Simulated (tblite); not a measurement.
C10H12.
Atom-mapped SMILES: `[CH:1]#[C:2][C:3]1=[CH:4][CH2:5][CH2:6][C@@H:7]([CH:8]=[CH2:9])[CH2:10]1` (hydrogens: H11 on C1; H12 on C4; H13, H14 on C5; H15, H16 on C6; H17 on C7; H18 on C8; H19, H20 on C9; H21, H22 on C10)

Computed with GFN2-xTB (tblite), gas phase: L-BFGS steps from a force-field or distance-geometry start until the largest atomic force falls under 0.01 eV/Å.

Step 24: E = -746.2238 eV
```
atom  x, y, z in Å  |  force x, y, z in eV/Å
C1      3.9627   -0.6730   -0.9659   -0.022  -0.004  -0.005
C2      2.8803   -0.2906   -0.6125   -0.009  -0.005   0.003
C3      1.6050    0.1577   -0.1876    0.018   0.009   0.017
C4      1.4906    1.2410    0.5819    0.000   0.011   0.003
C5      0.1832    1.7760    1.0677    0.003   0.010   0.003
C6     -0.9911    1.1777    0.3002   -0.001   0.040  -0.006
C7     -0.8349   -0.3397    0.1695    0.034   0.018   0.015
C8     -2.0417   -0.9239   -0.4924    0.009  -0.006  -0.004
C9     -2.8358   -1.8297    0.0439   -0.019  -0.003  -0.001
C10     0.4184   -0.6414   -0.6586    0.044   0.011  -0.002
H11     4.9106   -1.0023   -1.2741   -0.029   0.001   0.002
H12     2.3766    1.7755    0.8969    0.010  -0.016   0.005
H13     0.1753    2.8654    0.9685    0.011   0.000   0.009
H14     0.0875    1.5559    2.1373   -0.009  -0.019  -0.002
H15    -1.9289    1.4137    0.8064   -0.015   0.001   0.007
H16    -1.0295    1.6137   -0.6999   -0.006   0.023  -0.028
H17    -0.7173   -0.7719    1.1675    0.007  -0.012   0.032
H18    -2.2408   -0.5370   -1.4837   -0.038  -0.021  -0.025
H19    -3.6968   -2.2106   -0.4767   -0.035  -0.027  -0.014
H20    -2.6623   -2.2293    1.0293    0.020   0.001   0.015
H21     0.6504   -1.7083   -0.6081    0.013   0.002  -0.015
H22     0.2281   -0.3995   -1.7102    0.016  -0.015  -0.006
```

Step 25: E = -746.2243 eV
```
atom  x, y, z in Å  |  force x, y, z in eV/Å
C1      3.9608   -0.6746   -0.9677   -0.015  -0.008  -0.007
C2      2.8798   -0.2897   -0.6126   -0.001  -0.005   0.004
C3      1.6057    0.1596   -0.1866    0.019   0.021   0.025
C4      1.4913    1.2429    0.5832   -0.005  -0.003   0.003
C5      0.1826    1.7755    1.0681    0.002   0.015   0.012
C6     -0.9904    1.1785    0.2985   -0.001   0.035  -0.014
C7     -0.8340   -0.3389    0.1694    0.011   0.003   0.014
C8     -2.0413   -0.9247   -0.4907   -0.016  -0.037  -0.007
C9     -2.8359   -1.8316    0.0449    0.000   0.022  -0.005
C10     0.4197   -0.6394   -0.6584    0.034   0.010  -0.002
H11     4.9071   -1.0072   -1.2766   -0.025   0.003   0.000
H12     2.3762    1.7784    0.9007    0.005  -0.024  -0.005
H13     0.1750    2.8647    0.9712    0.006   0.011   0.012
H14     0.0847    1.5521    2.1366   -0.005  -0.015   0.009
H15    -1.9303    1.4157    0.8007   -0.008   0.002   0.011
H16    -1.0243    1.6133   -0.7019   -0.012   0.029  -0.040
H17    -0.7174   -0.7703    1.1675    0.016  -0.014   0.041
H18    -2.2418   -0.5399   -1.4823   -0.034  -0.012  -0.031
H19    -3.6976   -2.2120   -0.4763   -0.011  -0.018  -0.001
H20    -2.6625   -2.2307    1.0309    0.015   0.001   0.006
H21     0.6525   -1.7062   -0.6102    0.013  -0.001  -0.010
H22     0.2298   -0.3960   -1.7094    0.012  -0.014  -0.015
```

Q: Estimate the geometry and energy of step 26. (The exact step hangs on the optimiser's Hessian estimate; all steps are aligned on step 25, rigid shifts and turns removed.)

A: E = -746.2247 eV, largest force 0.056 eV/Å
```
atom  x, y, z in Å  |  force x, y, z in eV/Å
C1      3.9589   -0.6761   -0.9693   -0.009  -0.012  -0.008
C2      2.8794   -0.2890   -0.6126    0.006  -0.001   0.008
C3      1.6068    0.1616   -0.1853    0.009   0.022   0.024
C4      1.4919    1.2447    0.5845   -0.009  -0.011   0.006
C5      0.1822    1.7753    1.0687   -0.003   0.016   0.014
C6     -0.9899    1.1798    0.2967   -0.002   0.017  -0.019
C7     -0.8330   -0.3381    0.1695   -0.014  -0.011   0.006
C8     -2.0410   -0.9258   -0.4895   -0.026  -0.048  -0.011
C9     -2.8362   -1.8331    0.0459    0.013   0.034  -0.006
C10     0.4214   -0.6376   -0.6581    0.010   0.005   0.000
H11     4.9036   -1.0115   -1.2789   -0.014   0.000  -0.004
H12     2.3759    1.7804    0.9040    0.005  -0.026  -0.009
H13     0.1749    2.8644    0.9738    0.002   0.021   0.016
H14     0.0822    1.5485    2.1361   -0.001  -0.008   0.014
H15    -1.9315    1.4175    0.7959    0.004   0.004   0.009
H16    -1.0201    1.6135   -0.7043   -0.016   0.027  -0.036
H17    -0.7172   -0.7691    1.1683    0.021  -0.007   0.031
H18    -2.2435   -0.5429   -1.4817   -0.024  -0.007  -0.024
H19    -3.6986   -2.2137   -0.4759    0.015  -0.007   0.013
H20    -2.6625   -2.2319    1.0323    0.009   0.003  -0.007
H21     0.6545   -1.7044   -0.6121    0.013  -0.001  -0.003
H22     0.2315   -0.3933   -1.7089    0.010  -0.011  -0.016
```

The energy changes by -0.0004 eV. The first-order estimate −F·Δx gives -0.0006 eV and the mean of the old and new forces, exact on a quadratic surface, -0.0004 eV. The step makes an angle of 73° with the force vector and moves no atom by more than 0.006 Å.

Run on x86-64 server, one thread, no GPU, shared host.
